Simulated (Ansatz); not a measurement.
`[Cl][Ti]([Cl])([Cl])[SeH]`: the same geometry under several functionals.

```yaml
crystal:
  periodic: [false, false, false]
  atoms:
    - {symbol: Cl, position_ang: [-1.015655, -1.257654, 1.598620]}
    - {symbol: Ti, position_ang: [0.258862, -0.455098, 0.034670]}
    - {symbol: Cl, position_ang: [2.353047, -0.858389, 0.383273]}
    - {symbol: Cl, position_ang: [-0.417589, -1.185031, -1.895196]}
    - {symbol: Se, position_ang: [0.135835, 1.931754, 0.062970]}
    - {symbol: H, position_ang: [-1.314489, 1.824429, -0.184348]}
basis:
  gaussian: {orbitals: def2-TZVPP}
hamiltonian: {xc: {name: LC-wPBE}}
output: {orbitals: {seedname: orbitals}}
```

```sh
$ ansatz run in.yaml --threads 4 --pin off --events-out ev --progress --plain --max-ram 11315MiB
```

Shortened log:

```
Functional definition: LC-wPBE
1760 factors; their error is unknown
382 factors; integrals over basis functions are off by at most 3.9e-5 eV
mean field evaluation 1: about -126028.5536 eV, gradient 3.7e1 eV
mean field evaluation 2: about -125995.2453 eV, gradient 1.7e2 eV
mean field evaluation 4: about -126032.3480 eV, gradient 3.6e0 eV
mean field evaluation 8: about -126032.3880 eV, gradient 1.8e-1 eV
mean field evaluation 16: about -126032.3381 eV, gradient 8.7e-4 eV
mean field -126032.33813962 eV, -4631.6029988441 hartree, gradient 1.3e-5 eV, S^2 0.000000; 0 other end points of the search recorded, 0 dependent functions left out
reference -126032.33813963 eV, -4631.6029988444 hartree; 54, 54 occupied and 198, 198 virtual orbitals, 1760 factors
Total energy: -126032.33813963 eV, -4631.6029988444 hartree
```

Hardware: 4 threads of an Arm Neoverse V1 on a shared host. Wall time 5.5 s, peak host memory 0.64 GiB.

Changing it to `hamiltonian: {xc: pbe, dispersion: d4}` and forces (abridged; 4.1 s):

```
Functional definition: PBE
mean field evaluation 16: about -126026.5589 eV, gradient 8.5e-4 eV
mean field -126026.55890060 eV, -4631.3906157273 hartree, gradient 7.1e-5 eV, S^2 0.000000
Total energy: -126026.84012858 eV, -4631.4009506649 hartree
Atom 0 force    -0.220202    -0.140786     0.265956 eV/Å
Atom 1 force    -0.001563     0.009300    -0.002415 eV/Å
Atom 2 force     0.353833    -0.066101     0.059810 eV/Å
Atom 3 force    -0.118783    -0.128009    -0.328104 eV/Å
Atom 4 force     0.226291     0.344349     0.045725 eV/Å
Atom 5 force    -0.239575    -0.018752    -0.040973 eV/Å
Dipole moment:    -0.071590     0.147419    -0.008647 e Å
```

With the line `hamiltonian: {xc: {name: wB97X-V}}` (abridged; 17 s):

```
Functional definition: wB97X-V
mean field evaluation 16: about -126041.7912 eV, gradient 1.2e-3 eV
mean field -126041.79115445 eV, -4631.9503907315 hartree, gradient 6.5e-5 eV, S^2 0.000000
Total energy: -126041.79115222 eV, -4631.9503906494 hartree
```

The same input with `hamiltonian: {xc: {name: PBE-QIDH}}` (abridged; 12 s):

```
Functional definition: PBE-QIDH
mean field evaluation 16: about -125999.5305 eV, gradient 2.9e-3 eV
mean field -125999.53050566 eV, -4630.3973405337 hartree, gradient 7.4e-6 eV, S^2 0.000000
29 core orbitals not correlated: weight in the atoms' cores, before any rotation towards them, 1.000 or more for the frozen orbitals, at most 0.000 for the correlated occupied ones
second order -40.71483899 eV of doubles, -0.00000000 eV of singles
Total energy: -126013.10213335 eV, -4630.8960886521 hartree
```

The same input with `hamiltonian: {xc: {name: r2SCANh}, dispersion: d4}` (abridged; 12 s):

```
Functional definition: r2SCANh
mean field evaluation 16: about -126053.4047 eV, gradient 6.3e-4 eV
mean field -126053.40465201 eV, -4632.3771788951 hartree, gradient 1.7e-5 eV, S^2 0.000000
Total energy: -126053.47616854 eV, -4632.3798070791 hartree
```

With the line `hamiltonian: {xc: lda}` (abridged; 2.2 s):

```
Functional definition: SPW92
mean field evaluation 16: about -125788.1478 eV, gradient 1.1e-3 eV
mean field -125788.14775440 eV, -4622.6291677053 hartree, gradient 3.6e-5 eV, S^2 0.000000
Total energy: -125788.14779750 eV, -4622.6291692894 hartree
```
